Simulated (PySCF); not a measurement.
PySCF was given this input:
```python
from pyscf import gto, scf, tdscf

mol = gto.Mole()
mol.atom = '''
    B    -0.417166    0.232066   -0.273775
    F    -1.602421   -0.324010   -0.450364
    F    -0.345197    1.420404   -0.846791
    Si    1.079760   -0.608683    0.719866
    H     1.643655    0.298101    1.725531
    H     2.182323   -0.973533   -0.177590
    H     0.671769   -1.830882    1.417212
'''
mol.basis = '6-31+g*'
mol.charge = 0
mol.spin = 0
mol.verbose = 3
mol.build()

mf = scf.RHF(mol)
mf.kernel()
td = mf.TDHF()
td.nstates = 5
td.kernel()
td.analyze()
```

Q: What does this run give for the number of basis functions, lowest excitation energy found, HOMO-LUMO gap, nuclear repulsion energy, excitation energies found, total energy?

A: 
The number of basis functions is 82. The lowest excitation energy found is 7.80 eV and the HOMO-LUMO gap comes out as 14.58 eV. The nuclear repulsion energy is 146.1021 Eh and the excitation energies found comes out as 7.80, 9.74, 9.93, 10.05, 10.16 eV. The total energy is -514.3357 Eh.
